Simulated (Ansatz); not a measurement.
Two members of one family (Series (HCdX)2), computed with Ansatz in the gas phase; def2 core potentials for Cd, no spin–orbit coupling. The two geometries come from different levels. Binding counts from free atoms in the multiplicity of their measured ground term, without zero-point energy. A dash marks a value that wasn't run or was left out as unsound. The structures are stationary points that may keep the symmetry of their start.

First: (HCd-mu-Cl)2 (singlet, charge 0, PBE-D4/def2-SVP geometry).

```xyz
6

Cd    1.465    0.774   -0.840
H     2.786    1.476   -1.602
Cl   -0.226    1.450    0.940
Cd   -1.464   -0.775    0.840
H    -2.793   -1.470    1.595
Cl    0.233   -1.455   -0.933
```

| level | HOMO (eV) | LUMO (eV) | gap (eV) | vertical IE (eV) | vertical triplet (eV) | binding per atom (eV) |
| --- | --- | --- | --- | --- | --- | --- |
| PBE-D4/def2-TZVP | -7.20 | -2.06 | 5.14 | 9.68 | 4.90 | 1.79 |
| revPBE-D4/def2-TZVP | -7.14 | -1.94 | 5.20 | – | – | 1.73 |
| B97M-V/def2-TZVP | -7.50 | -1.95 | 5.54 | – | – | 1.84 |
| PBE0-D4/def2-SVP | -8.29 | -1.13 | 7.16 | – | – | 1.86 |
| PBE0-D4/def2-TZVP | -8.34 | -1.21 | 7.13 | 10.10 | 5.31 | 1.81 |

Second: (HCd-mu-F)2 (singlet, charge 0, PBE0-D4/def2-SVP geometry).

```xyz
6

Cd    0.577   -0.108    1.585
H     1.149   -0.214    3.137
F    -0.124    1.284    0.133
Cd   -0.578    0.108   -1.585
H    -1.141    0.215   -3.140
F     0.117   -1.286   -0.131
```

**Question.** What does the change do? Estimate second minus first.

**Answer.** 
```tsv
level	Δ HOMO (eV)	Δ LUMO (eV)	Δ gap (eV)	Δ vertical IE (eV)	Δ vertical triplet (eV)	Δ binding per atom (eV)
PBE-D4/def2-TZVP	-0.20	0.03	0.23	0.39	0.25	0.32
revPBE-D4/def2-TZVP	-0.18	0.03	0.21	–	–	0.29
B97M-V/def2-TZVP	-0.15	-0.05	0.11	–	–	0.27
PBE0-D4/def2-SVP	-0.18	0.18	0.35	–	–	0.26
PBE0-D4/def2-TZVP	-0.22	0.07	0.29	0.37	0.33	0.25
```
